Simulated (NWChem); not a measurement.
Molecule: C2H3F2NSi; SMILES [SiH3]C(C#N)(F)F

Program: NWChem. Medium grid unless said otherwise, to which SCAN and Minnesota functionals are sensitive. Structure relaxed at the B3LYP/6-31G* (spherical d) level. Total energies of different functionals are on different scales.

```json
[
 {"level": "PBE/def2-TZVP", "energy (Ha)": "-621.5494", "highest occupied level (eV)": "-8.13", "orbital gap (eV)": "6.16", "dipole (D)": "3.08"},
 {"level": "B3LYP/def2-TZVP", "energy (Ha)": "-622.0701", "highest occupied level (eV)": "-9.45", "orbital gap (eV)": "8.26", "dipole (D)": "3.22"},
 {"level": "r2SCAN/def2-TZVP", "energy (Ha)": "-621.8623", "highest occupied level (eV)": "-8.49", "orbital gap (eV)": "6.73", "dipole (D)": "3.19"},
 {"level": "M06-2X/def2-TZVP", "energy (Ha)": "-621.9036", "highest occupied level (eV)": "…", "orbital gap (eV)": "…", "dipole (D)": "…"},
 {"level": "LDA (Slater exchange, VWN5)/def2-TZVP", "energy (Ha)": "-618.4812", "highest occupied level (eV)": "-8.32", "orbital gap (eV)": "6.04", "dipole (D)": "3.19"}
]
```

Q: Complete the blanks.

A: 
- M06-2X/def2-TZVP, highest occupied level (eV): -11.01
- M06-2X/def2-TZVP, orbital gap (eV): 11.03
- M06-2X/def2-TZVP, dipole (D): 3.37
